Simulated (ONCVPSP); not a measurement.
neon, ONCV: configuration errors across variants

ONCVPSP 4.0.1 input, shortened (lines: element, Z, core and valence counts, functional; n l f; lmax; l rc ep ncon nbas qcut; lloc lpopt rc5 dvloc0; l nproj debl; icmod fcfact rcfact), PBE, scalar-relativistic:

```
  Ne 10.00    1    2        4      upf
    1    0    2.00
    2    0    2.00
    2    1    5.00
    2
    0    0.75    0.00    5    8    8.60
    1    1.10    0.00    5   10   10.80
    2    1.05    0.41    3    7   10.10
    4    3    0.55    1.00
    0    1    1.00
    1    2    1.40
    2    2    2.60
    3    5.25    1.40
```

All-electron excitation energies from the reference (eV): (1) 2s2 2p6 -22.475; (2) 2s2 2p4 43.268; (3) 2s2 2p3 110.698; (4) 2s1 2p6 23.407.

Errors AE − PS in meV (a dash: test not solved or not reliable):

```tsv
change	(1)	(2)	(3)	(4)	bound ghosts	GHOST(+) flags above zero
base	+19	+53	+346	+32	none	none
s: qcut 6.9; p: qcut 8.7; d: qcut 8.1	+29	+83	+525	+35	none	none
s: qcut 7.5; p: qcut 9.4; d: qcut 8.8	+25	+71	+452	+35	none	none
s: qcut 9.7; p: qcut 12.2; d: qcut 11.4	+15	+41	+270	+28	none	none
s: qcut 10.7; p: qcut 13.4; d: qcut 12.5	+13	+33	+221	+25	none	none
s: qcut 11.5; p: qcut 14.5; d: qcut 13.6	+11	+27	+189	+22	none	none
s: qcut 12.5; p: qcut 15.6; d: qcut 14.6	+10.0	+24	+164	+19	none	none
```

(1) Give the same row for: s: qcut 5.8; p: qcut 7.3; d: qcut 6.9.

Results:

(1) +39, +112, +697, +34; bound ghosts: none; GHOST(+) flags above zero: none.
